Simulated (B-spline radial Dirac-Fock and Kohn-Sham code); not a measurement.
# Subshell cross sections of Ni⁵⁺, photon energy 272 eV

System: the Ni⁵⁺ ion, configuration [Ar] 3d5.

Level of theory: Dirac-Hartree-Slater photoionisation with all multipoles and Dirac-Fock thresholds; a radial finite-basis atomic code. The asymmetry parameter β is from the dipole term alone. Kinetic energies are from the vacuum level. Open shells are spread statistically over j, without multiplet splitting.

The last column is dσ/dΩ = σ/(4π) · [1 + β P₂(cos θ)] at θ = 0° from the polarisation vector of linearly polarised light.

```
  subshell  electrons  binding (eV)  kinetic (eV)  σ (kb)     β  dσ/dΩ (kb/sr)
   M1 (3s)          2         220.4         51.63     217  2.00           51.8
M2 (3p1/2)          2         174.4         97.63     271  1.34           50.5
M3 (3p3/2)          4         172.0         100.0     557  1.35            104
M4 (3d3/2)          2         103.4         168.6     356  1.18           61.6
M5 (3d5/2)          3         103.1         168.9     529  1.18           91.7
```

Branching ratios of the spin-orbit partners (statistical value in brackets): 3p 2.05 (2.00), 3d 1.49 (1.50).

Run: 2.2 s of CPU time on 1 thread of Intel(R) Xeon(R) 6975P-C (shared host), peak memory 0.32 GiB.

Values without a named source are computed, but for edge energies of neutral atoms, which are taken from tables.
